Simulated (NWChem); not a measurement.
Species: MoH$_{3}$Cl$_{3}$; SMILES [Cl][MoH3]([Cl])[Cl]

def2 effective core potentials on Mo; no spin-orbit coupling.

Question: Give the equilibrium geometry at PBE0/def2-SVP with def2 effective core potentials on Mo (NWChem) as an XYZ file, with the point group.

Answer: point group C3v; any orientation.
```
7

Mo     0.0000     0.0000    -0.1110
Cl     0.6661     2.1275     0.2909
Cl     1.5094    -1.6406     0.2909
Cl    -2.1755    -0.4869     0.2909
H     -0.2664    -0.8498    -1.4756
H      0.8692     0.1942    -1.4756
H     -0.6028     0.6556    -1.4756
```
